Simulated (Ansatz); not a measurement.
Relaxation of ClH₅Sn (7 atoms, charge 0, multiplicity 1), to a largest force component of 0.03 eV/Å in at most 50 steps.

Theory: RKS PBE0-D4/def2-SVP (Ansatz).

```xyz
7
Properties=species:S:1:pos:R:3
Sn 0.202 0.000 -0.077
H 0.134 0.000 1.656
H 1.848 0.000 -0.533
H -0.554 1.404 -0.674
H -0.554 -1.404 -0.674
Cl -2.985 0.000 1.625
H -1.697 0.000 1.975
```

Question: Where does it end, and by what steps?

Answer: The forces met the threshold. The force dipped under the threshold on the way, but the program's further checks kept it going. After 16 steps the energy has fallen by 0.054 eV; H7 moved furthest, 0.60 Å.

```csv
step,energy less start (eV),largest force component (eV/Å),accepted
0,0.0000,1.124,yes
1,-0.0374,0.594,yes
2,-0.0431,0.462,yes
3,-0.0365,0.697,no
4,-0.0488,0.263,yes
5,-0.0519,0.033,yes
6,-0.0521,0.036,yes
7,-0.0523,0.099,yes
8,-0.0526,0.035,yes
9,-0.0513,0.289,no
10,-0.0528,0.096,yes
11,-0.0531,0.091,yes
12,-0.0530,0.134,no
13,-0.0535,0.030,yes
14,-0.0536,0.106,yes
15,-0.0526,0.201,no
16,-0.0540,0.012,yes
```

```xyz
7
Properties=species:S:1:pos:R:3
Sn 0.311 0.000 -0.150
H 0.311 0.000 1.566
H 1.939 0.000 -0.681
H -0.474 1.406 -0.719
H -0.474 -1.406 -0.719
Cl -3.109 0.000 1.596
H -2.109 0.000 2.405
```

Whether the end is a true minimum wasn't checked by a vibrational analysis.

Run time: 15 s on 1 thread of AMD EPYC 9R45 96-Core Processor (Zen 5) (shared host), peak memory 0.16 GiB.
